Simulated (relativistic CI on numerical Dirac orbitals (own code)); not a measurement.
# P IV: calculation against measurement

Method of calculation: Dirac-Coulomb-Breit CI, KLI orbitals optimised for each configuration, model QED (radiative potential, 1s self-energy scaled to tabulated hydrogen-like ionisation energies), valence Slater integrals scaled by 0.85, P86 correlation energy added to each configuration (own radial code, finite nucleus).

Configurations in the expansion (outside the closed core [Ne]): 3s2, 3s 3p, 3p2, 3s 3d, 3d2, 3p 3d, 3s 4s, 3p 4s, 3s 4p, 3s 4d, 3s 4f, 3s 5s, 3d 4s, 3s 5p, 3s 5d, 3s 5f, 4s2, 3s 5g, 3s 6s, 3s 6p, 3s 6d. Levels of other configurations are missing.

| Configuration | Term (tabulated) | J | Measured (cm⁻¹) | Computed | Error | Purity (%) |
| --- | --- | --- | --- | --- | --- | --- |
| 3s2 | 1S | 0 | 0.0 | 0 | 0 | 97 |
| 3s 3p | 3P° | 0 | 67918.0 | 66352 | -1566 | 99 |
| 3s 3p | 3P° | 1 | 68146.5 | 66572 | -1574 | 99 |
| 3s 3p | 3P° | 2 | 68615.2 | 67025 | -1590 | 99 |
| 3p2 | 1D | 2 | 158141.8 | 157957 | -185 | 73 |
| 3p2 | 3P | 0 | 164941.4 | 163707 | -1235 | 99 |
| 3p2 | 3P | 1 | 165185.4 | 163943 | -1242 | 99 |
| 3p2 | 3P | 2 | 165654.0 | 164399 | -1255 | 99 |
| 3p2 | 1S | 0 | 194591.8 | 192688 | -1904 | 93 |
| 3s 3d | 1D | 2 | 219153.9 | 219326 | 172 | 72 |
| 3s 4s | 3S | 1 | 226898.1 | 227210 | 312 | 100 |
| 3s 4s | 1S | 0 | 233998.0 | 235265 | 1267 | 99 |
| 3s 4p | 1P° | 1 | 257522.7 | 258008 | 486 | 95 |
| 3p 3d | 3F° | 2 | 262005.3 | 262039 | 33 | 98 |
| 3p 3d | 3F° | 4 | 262567.2 | 262586 | 19 | 98 |
| 3p 3d | 1D° | 2 | 267015.2 | 266300 | -715 | 100 |
| 3p 3d | 3P° | 2 | 281020.0 | 279843 | -1177 | 97 |
| 3p 3d | 3P° | 1 | 281257.8 | 280083 | -1175 | 98 |
| 3p 3d | 3P° | 0 | 281399.9 | 280229 | -1171 | 99 |
| 3p 3d | 3D° | 3 | 283329.1 | 281851 | -1478 | 100 |
| 3s 4d | 3D | 1 | 293242.9 | 293651 | 408 | 100 |
| 3s 4d | 3D | 2 | 293247.7 | 293650 | 402 | 100 |
| 3s 4d | 3D | 3 | 293255.3 | 293649 | 393 | 100 |
| 3s 4d | 1D | 2 | 295328.6 | 297078 | 1750 | 98 |
| 3s 5s | 3S | 1 | 309111.4 | 309403 | 292 | 100 |
| 3s 5s | 1S | 0 | 311183.0 | 312341 | 1158 | 99 |

Measured levels from Martin, Zalubas and Musgrove, J. Phys. Chem. Ref. Data 14, 751 (1985); pairs were made by configuration, J and term (by order where the table uses no LS term), so strongly mixed levels may be paired wrongly.

Mean error by configuration (cm⁻¹): 3s 3p -1577; 3p2 -1164; 3s 3d 172; 3s 4s 789; 3s 4p 486; 3p 3d -809; 3s 4d 738; 3s 5s 725. Over the excited levels the mean absolute error is 918 cm⁻¹ (25 of the 26 excited levels that our extract of the source holds in range could be paired, and the others can miss by more), and the median relative error of those above 1,000 cm⁻¹ is 0.42 %.
